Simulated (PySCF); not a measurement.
# Spinor energies of Tl²⁺ (thallium, charge +2)

Start: [Xe] 4f14 5d9 6s1 6p1; 5d3/2 filled at m_j = -3/2, -1/2, +1/2, +3/2; 5d5/2 filled at m_j = -3/2, -1/2, +1/2, +3/2, +5/2; 6s1/2 filled at m_j = +1/2; 6p3/2 filled at m_j = +3/2. Calculated with PySCF 2.14 in x2c-TZVPall-2c (11s11p9d3f, 110 functions): generalised Hartree-Fock with the X2C-1e Hamiltonian and a Gaussian nucleus; spin-orbit coupling (SO) screened by Boettger's factors. This is a chosen level, not necessarily the ground level.

| spinor shell | electrons | ε, screened SO (eV) | weight of nominal j (screened SO) | rms radius, screened SO (bohr) |
| --- | --- | --- | --- | --- |
| 1s1/2 | 2 | -86004.6 | 1.000 | 0.0184 |
| 2s1/2 | 2 | -15485.4 | 1.000 | 0.0743 |
| 2p1/2 | 2 | -14841.3 | 1.000 | 0.0628 |
| 2p3/2 | 4 | -12770.5 | 1.000 | 0.0710 |
| 3s1/2 | 2 | -3785.4 | 1.000 | 0.189 |
| 3p1/2 | 2 | -3495.9 | 1.000 | 0.181 |
| 3p3/2 | 4 | -3029.0 | 1.000 | 0.197 |
| 3d3/2 | 4 | -2557.0 | 1.000 | 0.173 |
| 3d5/2 | 6 | -2457.6 | 1.000 | 0.178 |
| 4s1/2 | 2 | -901.99 | 1.000 | 0.416 |
| 4p1/2 | 2 | -776.22 | 1.000 | 0.420 |
| 4p3/2 | 4 | -661.07 | 1.000 | 0.454 |
| 4d3/2 | 4 | -455.64 | 1.000 | 0.465 |
| 4d5/2 | 6 | -433.38 | 1.000 | 0.476 |
| 5s1/2 | 2 | -176.48 | 1.000 | 0.939 |
| 4f5/2 | 6 | -165.48 | 0.999 | 0.509 |
| 4f7/2 | 8 | -160.82 | 0.999 | 0.510 |
| 5p1/2 | 2 | -132.41 | 0.999 | 1.01 |
| 5p3/2 | 4 | -110.40 | 0.999 | 1.10 |
| 5d3/2 | 4 | -47.482 | 0.959 | 1.39 |
| 5d5/2 | 5 | -44.607 | 0.967 | 1.44 |
| 6s1/2 | 1 | -32.871 | 0.998 | 2.40 |
| 6p3/2 | 1 | -21.630 | 1.000 | 3.04 |

| quantity | screened SO |
| --- | --- |
| E (hartree) | -20263.66266 |
| M_J | 9/2 |
| ⟨J²⟩ | 24.766 |
| ⟨L²⟩ | 12.191 |
| ⟨S²⟩ | 3.939 |

Each row is a mean over spinors that exchange with the open shell spreads, by up to 5.854 eV (5p3/2).

Breit and QED terms are absent; they matter most for the inner s and p1/2 levels.

Densities and radii are taken from the X2C orbitals without a picture-change correction, which distorts them close to the nucleus.
